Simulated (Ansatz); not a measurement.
Tuning the range parameter of LC-ωPBE so that −HOMO meets the ionisation energy; basis def2-TZVP, Ansatz. System: B(SMe2)H3 (C₂H₉BS). Total charge 0; singlet. Geometry: r2SCAN-D4/def2-SVP. The ionised state is a doublet.

Geometry of the singlet:

```xyz
13

B     1.1389    0.5785    1.1891
S    -0.3033    0.7800   -0.1048
C    -1.5060   -0.4669    0.4109
C     0.3531   -0.0130   -1.5906
H    -0.9927   -1.4280    0.5619
H    -2.3075   -0.5523   -0.3366
H    -1.9229   -0.1224    1.3669
H     0.7602   -1.0004   -1.3272
H    -0.4320   -0.0930   -2.3558
H     1.1652    0.6303   -1.9554
H     0.6299    0.9815    2.2223
H     2.0019    1.3186    0.7457
H     1.4151   -0.6128    1.1737
```

```csv
ω (1/bohr),HOMO (eV),LUMO (eV),vertical IE (eV),HOMO + IE (eV)
0.1,-8.04,0.79,9.71,1.67
0.15,-8.66,1.33,9.79,1.13
0.2,-9.19,1.76,9.88,0.69
```

(1) Estimate the row for 0.3 bohr⁻¹.

(2) Where does the tuning condition hold?

## Answers

(1) 
```csv
ω (1/bohr),HOMO (eV),LUMO (eV),vertical IE (eV),HOMO + IE (eV)
0.3,-10.00,2.35,10.09,0.09
```

(2) Not within the range that was run.
